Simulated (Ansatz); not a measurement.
(LiSH)3 ring (Li₃H₃S₃). Total charge 0; singlet. Geometry relaxed at r2SCAN-D4/def2-SVP.

Cartesian coordinates in Å:
```
Li 1.0418 0.0997 -1.6706
S 0.6071 -2.1473 -1.2751
Li -0.3839 -1.7714 0.7926
S -1.0546 -0.1720 2.3390
Li -0.2302 1.6163 1.1073
S 0.8209 2.2626 -0.8583
H -0.5291 -2.2414 -2.0038
H -2.3461 -0.0774 1.9466
H 2.0739 2.4309 -0.3776
```

(1) Estimate the harmonic wavenumbers at RKS r2SCAN-D4/def2-SVP (Ansatz, unscaled). Is this a minimum?

Answers

(1) 77, 80, 103, 103, 108, 184, 264, 264, 289, 315, 323, 391, 422, 455, 455, 536, 564, 565, 2690, 2690, 2694 cm⁻¹. Yes, no mode is imaginary beyond noise. Zero-point energy 81.2 kJ/mol. Run time 24 s (4 threads of AMD EPYC 9R45 on a shared host).
